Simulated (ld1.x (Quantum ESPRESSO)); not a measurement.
# u(r) = r·R(r): atom against pseudo-atom (phosphorus)

Columns: radius, all-electron u(r) and pseudo u(r) of the 3p shell (level -24.28 eV) of phosphorus in the configuration [Ne] 3s2 3p1; PBE, scalar-relativistic, ultrasoft scheme, ld1.x (Quantum ESPRESSO) 7.5.

| r (bohr) | all-electron | pseudo |
| --- | --- | --- |
| 0.075 | 0.1070 | -0.0037 |
| 0.150 | 0.2526 | -0.0146 |
| 0.225 | 0.3396 | -0.0326 |
| 0.300 | 0.3584 | -0.0574 |
| 0.375 | 0.3225 | -0.0887 |
| 0.450 | 0.2496 | -0.1259 |
| 0.525 | 0.1546 | -0.1684 |
| 0.600 | 0.0486 | -0.2154 |
| 0.675 | -0.0602 | -0.2661 |
| 0.750 | -0.1665 | -0.3196 |
| 0.825 | -0.2667 | -0.3747 |
| 0.900 | -0.3585 | -0.4304 |
| 0.975 | -0.4409 | -0.4853 |
| 1.050 | -0.5133 | -0.5383 |
| 1.125 | -0.5758 | -0.5882 |
| 1.200 | -0.6288 | -0.6337 |
| 1.275 | -0.6725 | -0.6738 |
| 1.350 | -0.7072 | -0.7073 |
| 1.425 | -0.7336 | -0.7336 |
| 1.500 | -0.7521 | -0.7521 |
| 1.575 | -0.7634 | -0.7634 |
| 1.650 | -0.7683 | -0.7683 |
| 1.725 | -0.7675 | -0.7675 |
| 1.800 | -0.7616 | -0.7616 |
| 1.875 | -0.7515 | -0.7515 |
| 1.950 | -0.7376 | -0.7376 |

Task: How many radial nodes do the two functions have?

Result: The all-electron 3p function has n − l − 1 = 1; the pseudo-wave has 0, since the states of the same l below it are removed with the core.

Task: At about which radius was the pseudo-wave matched?

Result: 1.40 bohr, where the columns begin to agree (steps of 0.07 bohr).

Task: Is the pseudo-wave norm-conserving?

Result: No, it belongs to an ultrasoft set: the norm inside the radius is not constrained, and the difference is carried by the augmentation charge.
